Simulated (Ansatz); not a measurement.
**Ligand exchange: BBrF2 + NaOH → B(OH)F2 + NaBr**

Species: BBrF2 `FB(F)Br`, singlet; NaOH `[OH][Na]`, singlet; B(OH)F2 (difluorohydroxyborane), singlet; NaBr, singlet. The partners trade Br for OH: B–Br and Na–OH bonds give way to B–OH and Na–Br.

Shapes, held fixed at every level: PBE0-D4/def2-TZVP. Programs: Ansatz 0.2.0. The zero-point and thermal change to 298 K, harmonic and unscaled (PBE0-D4/def2-TZVP), is +7.4 kJ/mol.

(1) Estimate ΔH(298 K) of this reaction.

Answers

(1) The highest level, CCSD(T)/def2-TZVPP, gives ΔH(298 K) = -234.6 kJ/mol; the levels span -284.2 to -220.8. The column of differences is taken from that level and isn't an error. No measured value is set beside it here. Relativity is left out for Br. Outer-core shells of Br, Na are correlated, in sets that cover them unevenly. Times are processor times on shared x86 and Arm servers, and rough.

```csv
level,kind,ΔH(298 K) (kJ/mol),less CCSD(T)/def2-TZVPP,CPU time (sum over the molecules)
HF/def2-TZVPP,Hartree–Fock,-284.2,-49.6,–
SPW92/def2-TZVPP,LDA,-227.9,+6.7,6.8 s
PBE-D4/def2-TZVPP,GGA,-220.8,+13.8,12 s
PBE0-D4/def2-TZVPP,global hybrid,-238.9,-4.3,13 s
wB97X-V/def2-TZVPP,range-separated hybrid,-236.2,-1.6,36 s
CCSD(T)/def2-SVP,coupled cluster or CI,-257.9,-23.3,11 s
CCSD/def2-SVP,coupled cluster or CI,-262.7,-28.1,–
CCSD(T)/def2-TZVPP,coupled cluster or CI,-234.6,0.0,80 s
```
